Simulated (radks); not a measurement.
Results of a calculation; reference values are marked as such.
Ionisation of the palladium ion Pd+, [Kr] 4d9, to [Kr] 4d8 as the strength of local exchange is varied. Code: a radial shooting solver on a logarithmic mesh with Libxc functionals. Model: scalar-relativistic Kohn-Sham, Slater X-alpha exchange (alpha = 2/3 is LDA exchange), no correlation, spin-polarised, spherical densities, point nucleus; open shells are filled with parallel spins first (spin-orbit coupling, left out, can overturn this in heavy ions).

alpha  E(Pd+) (hartree)  exchange (hartree)  IE (eV)  -e of the level emptied (eV)  <r> of it (bohr)
0.667       -5036.55813          -134.44653   19.008                   13.128 (4d)             1.481
0.788       -5061.05495          -159.62010   20.962                   14.879 (4d)             1.439
0.793       -5062.06981          -160.66548   21.045                   14.954 (4d)             1.437
0.798       -5063.08488          -161.71126   21.129                   15.029 (4d)             1.435
0.91        -5085.87626          -185.24372   23.060                   16.783 (4d)             1.399
0.927       -5089.34469          -188.83346   23.362                   17.059 (4d)             1.393
0.994       -5103.03746          -203.02699   24.578                   18.175 (4d)             1.373

NIST Atomic Spectra Database: 19.4 +/- 0.12 eV (semi-empirical). The Delta-SCF value meets it near alpha = 0.69. Open shells are spherical and high-spin; term and fine-structure splittings are not resolved.
